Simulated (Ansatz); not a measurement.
CH₃BFGa: the same geometry under several functionals.

```yaml
crystal:
  periodic: [false, false, false]
  atoms:
    - {symbol: F, position_ang: [-0.990178, -1.421256, 0.147072]}
    - {symbol: C, position_ang: [0.184012, -0.743890, -0.223030]}
    - {symbol: B, position_ang: [0.538438, 0.515460, 0.398575]}
    - {symbol: Ga, position_ang: [-1.617919, 0.758431, -0.617540]}
    - {symbol: H, position_ang: [0.658059, -1.295732, -1.027033]}
    - {symbol: H, position_ang: [-0.203118, 0.984401, 1.245134]}
    - {symbol: H, position_ang: [1.492006, 1.134586, 0.031322]}
basis:
  gaussian: {orbitals: def2-TZVPP}
hamiltonian: {xc: {name: wB97M-V}}
output: {forces: true, orbitals: {seedname: orbitals}}
```

```sh
$ ansatz run in.yaml --threads 2 --pin off --events-out ev --progress --plain --max-ram 4352MiB
```

It prints (some lines left out):

```
Functional definition: wB97M-V
1085 factors; their error is unknown
257 factors; integrals over basis functions are off by at most 7.3e-6 eV
mean field evaluation 1: about -56849.8127 eV, gradient 3.8e1 eV
mean field evaluation 2: about -56851.1873 eV, gradient 3.5e1 eV
mean field evaluation 4: about -56853.4426 eV, gradient 1.7e0 eV
mean field evaluation 8: about -56853.4537 eV, gradient 7.1e-2 eV
mean field evaluation 16: about -56853.5622 eV, gradient 1.6e-4 eV
mean field -56853.56215845 eV, -2089.3298725946 hartree, gradient 7.2e-5 eV, S^2 0.000000; 0 other end points of the search recorded, 0 dependent functions left out
reference -56853.56220438 eV, -2089.3298742826 hartree; 27, 27 occupied and 156, 156 virtual orbitals, 1085 factors
Total energy: -56853.56220438 eV, -2089.3298742826 hartree
Atom 0 at    -0.990178    -1.421256     0.147072 Å, force    -0.275251    -0.092792     0.089959 eV/Å
Atom 1 at     0.184012    -0.743890    -0.223030 Å, force     0.264871     0.252275    -0.148625 eV/Å
Atom 2 at     0.538438     0.515460     0.398575 Å, force     0.101760     0.002603     0.051968 eV/Å
Atom 3 at    -1.617919     0.758431    -0.617540 Å, force    -0.004559    -0.086663    -0.013081 eV/Å
Atom 4 at     0.658059    -1.295732    -1.027033 Å, force    -0.037088     0.053283     0.075454 eV/Å
Atom 5 at    -0.203118     0.984401     1.245134 Å, force     0.059356    -0.060716    -0.090301 eV/Å
Atom 6 at     1.492006     1.134586     0.031322 Å, force    -0.109089    -0.067990     0.034625 eV/Å
Dipole moment:    -0.275210     0.169237    -0.317512 e Å
```

Run time 13 s (2 threads of an Arm Neoverse V1 on a shared host); peak host memory 0.52 GiB.

With the line `hamiltonian: {xc: {name: B97M-V}}` and no forces (abridged; 11 s):

```
Functional definition: B97M-V
mean field evaluation 16: about -56847.1580 eV, gradient 6.5e-4 eV
mean field -56847.15795145 eV, -2089.0945223282 hartree, gradient 3.2e-5 eV, S^2 0.000000
Total energy: -56847.15800775 eV, -2089.0945243971 hartree
```

Changing it to `hamiltonian: {xc: {name: BLYP}, dispersion: d4}` and no forces (abridged; 2.5 s):

```
Functional definition: BLYP
mean field evaluation 16: about -56859.0591 eV, gradient 3.0e-4 eV
mean field -56859.05913033 eV, -2089.5318825851 hartree, gradient 2.1e-5 eV, S^2 0.000000
Total energy: -56859.36777991 eV, -2089.5432252481 hartree
```

The same input with `hamiltonian: {xc: {name: r2SCANh}, dispersion: d4}` and no forces (abridged; 5.5 s):

```
Functional definition: r2SCANh
mean field evaluation 16: about -56854.7337 eV, gradient 7.5e-5 eV
mean field -56854.73368908 eV, -2089.3729255511 hartree, gradient 1.3e-5 eV, S^2 0.000000
Total energy: -56854.76545550 eV, -2089.3740929455 hartree
```

The same input with `hamiltonian: {xc: {name: wB97X-V}}` and no forces (abridged; 9.5 s):

```
Functional definition: wB97X-V
mean field evaluation 16: about -56851.5203 eV, gradient 1.2e-4 eV
mean field -56851.52031938 eV, -2089.2548363928 hartree, gradient 3.8e-5 eV, S^2 0.000000
Total energy: -56851.52031751 eV, -2089.2548363239 hartree
```

With the line `hamiltonian: {xc: hse06, dispersion: d4}` and no forces (abridged; 3.6 s):

```
Functional definition: HSE06
mean field evaluation 16: about -56845.8340 eV, gradient 4.2e-5 eV
mean field -56845.83403845 eV, -2089.0458694228 hartree, gradient 4.2e-5 eV, S^2 0.000000
Total energy: -56845.94038121 eV, -2089.0497774472 hartree
```

HSE06 is the plane-wave form, built on full-range PBE exchange.
